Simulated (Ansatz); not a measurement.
Wavefunction ladder for `[ZnH2]`

Cartesian coordinates in Å:
```
Zn 0.000 0.000 0.000
H 0.543 1.406 -0.335
H -0.543 -1.406 0.335
```

The species carries charge 0 and has multiplicity 1. Correlated methods include outer-core shells of Zn, which these sets cover unevenly. Scalar relativity is left out up to krypton. The structure was optimised at the PBE0-D4/def2-TZVP level. Frozen core, restricted reference, Ansatz 0.2.0.

```json
{"basis": "def2-SVP", "HF (Eh)": "-1778.68216", "MP2 corr.": "-0.38429"}
{"basis": "def2-TZVPP", "HF (Eh)": "-1778.93016", "MP2 corr.": "-0.85713"}
{"basis": "def2-QZVPP", "HF (Eh)": "-1778.97153", "MP2 corr.": "-0.89985"}
```

Problem. Estimate the CCSD correlation energy and the (T) correction in each basis where they were run (hartree).

Solution. 
```csv
basis,CCSD corr.,(T)
def2-SVP,-0.36976,-0.01041
def2-TZVPP,-0.78509,-0.01726
def2-QZVPP,-0.82858,-0.02234
```
